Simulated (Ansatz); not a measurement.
A series at Sn: from tetramethyltin, ligands are replaced one by one, each step taking up H₂ and setting free CH₄; n counts the steps. Ansatz, PBE0-D4/def2-TZVP geometries.

```tsv
n	molecule	HOMO energy, ωB97M-V/def2-TZVPP (eV)
0	`[CH3][Sn]([CH3])([CH3])[CH3]`	-9.85
1	`[CH3][SnH]([CH3])[CH3]`	-10.02
2	`[CH3][SnH2][CH3]`	-10.21
3	`[CH3][SnH3]`	-10.59
4	`[SnH4]`	?
```

Q: By hand: fit a straight line y = ȳ + b (n − n̄) to the 4 given rows and predict n = 4.

A: n̄ = 1.500, ȳ = -10.168; Σ(n − n̄)(y − ȳ) = -1.205, Σ(n − n̄)² = 5.000, so b = -0.241 eV a step. Prediction: -10.168 + (-0.241) × (2.500) = -10.77 eV.

Q: By hand: compare with the computed value, -11.38 eV, and give the steps along the whole series.

A: The line misses by -0.61 eV (computed minus predicted). Steps: -0.17, -0.19, -0.38, -0.79 eV.

The steps grow at each stage, from -0.17 to -0.79 eV, so the series is curved and an end member is harder to predict than an inner one. The highest orbital can change its character along such a series. The miss is 39.9 % of the series' range.
